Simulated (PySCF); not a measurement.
Whose spectrum? (carbosilane and low-k precursor)

All values: TDDFT CAM-B3LYP/6-31G*, gas phase, PySCF SCF with an in-house response code, fitting set def2-universal-JFIT up to Ne and JKFIT beyond, grid level 1 (kernel 0), vertical, one conformer each, geometries GFN2-xTB; core orbitals frozen in the response, virtual orbitals above 1.5 Eh left out. The lowest 6 singlets were sought, and the brightest is taken among them. The runs took 0.8 to 10 CPU minutes each on shared server CPUs.

One system has its HOMO at -10.32 eV, its LUMO at -1.33 eV and these singlet states:

| state | eV | f |
| --- | --- | --- |
| S1 | 5.30 | 0.000 |
| S2 | 5.35 | 0.000 |
| S3 | 5.43 | 0.000 |
| S4 | 5.51 | 0.000 |
| S5 | 5.56 | 0.009 |
| S6 | 5.57 | 0.000 |

(1) Which is it?
A. C[Si](F)(F)C#C[Si](F)(F)C#C[Si](F)(F)C#C[Si](F)(F)C#C[Si](F)(F)C#C[Si](F)(F)C#C[Si](C)(F)F (C14H6F14Si7)
B. C[Si](F)(F)C#C[Si](F)(F)C#C[Si](C)(F)F (C6H6F6Si3)
C. C[Si](F)(F)C#C[Si](F)(F)C#C[Si](F)(F)C#C[Si](C)(F)F (C8H6F8Si4)
D. C[Si](F)(F)C#C[Si](F)(F)C#C[Si](F)(F)C#C[Si](F)(F)C#C[Si](C)(F)F (C10H6F10Si5)

(2) How do the candidates compare?

Answers

(1) A.

(2) 
```tsv
system	HOMO / eV	LUMO / eV	S1 / eV	f(S1)	brightest state sought / eV
C[Si](F)(F)C#C[Si](F)(F)C#C[Si](C)(F)F	-10.17	-0.62	5.43	0.000	5.91
C[Si](F)(F)C#C[Si](F)(F)C#C[Si](F)(F)C#C[Si](C)(F)F	-10.21	-0.97	5.34	0.000	5.62
C[Si](F)(F)C#C[Si](F)(F)C#C[Si](F)(F)C#C[Si](F)(F)C#C[Si](C)(F)F	-10.26	-1.15	5.32	0.000	5.59
C[Si](F)(F)C#C[Si](F)(F)C#C[Si](F)(F)C#C[Si](F)(F)C#C[Si](F)(F)C#C[Si](F)(F)C#C[Si](C)(F)F	-10.32	-1.33	5.30	0.000	5.56
```
